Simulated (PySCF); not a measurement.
Positional isomers: trisilane hydroxy+amino. All species are isolated molecules in the gas phase. One relaxed conformer stands for each flexible species; it need not be the lowest. Strings in code marks are SMILES.

These are PBE-D3(BJ)/def2-TZVP // r2SCAN-D4/def2-TZVP in PySCF values and carry that method's errors. Excitations are Tamm–Dancoff values on a coarser integration grid. The basis has no diffuse functions, so Rydberg states are missing or too high.

```json
[
 {"species": "`N[SiH2][SiH2][SiH2]O`", "S1 excitation (TDA) (eV)": "4.56", "S1 oscillator strength": "0.021", "HOMO–LUMO gap (eV)": "4.45", "brightest of the four lowest singlets (TDA) (eV)": "5.65"},
 {"species": "`[SiH2]([Si@@H](O)[SiH3])N`", "S1 excitation (TDA) (eV)": "4.74", "S1 oscillator strength": "0.026", "HOMO–LUMO gap (eV)": "4.54", "brightest of the four lowest singlets (TDA) (eV)": "–"},
 {"species": "`N[Si@@H](O)[SiH2][SiH3]`", "S1 excitation (TDA) (eV)": "5.32", "S1 oscillator strength": "___", "HOMO–LUMO gap (eV)": "5.13", "brightest of the four lowest singlets (TDA) (eV)": "5.69"},
 {"species": "`N[Si](O)([SiH3])[SiH3]`", "S1 excitation (TDA) (eV)": "5.13", "S1 oscillator strength": "___", "HOMO–LUMO gap (eV)": "___", "brightest of the four lowest singlets (TDA) (eV)": "5.39"}
]
```

**Question.** Complete the blanks.

**Answer.** 
- `N[Si@@H](O)[SiH2][SiH3]`, S1 oscillator strength: 0.018
- `N[Si](O)([SiH3])[SiH3]`, S1 oscillator strength: 0.015
- `N[Si](O)([SiH3])[SiH3]`, HOMO–LUMO gap (eV): 4.93
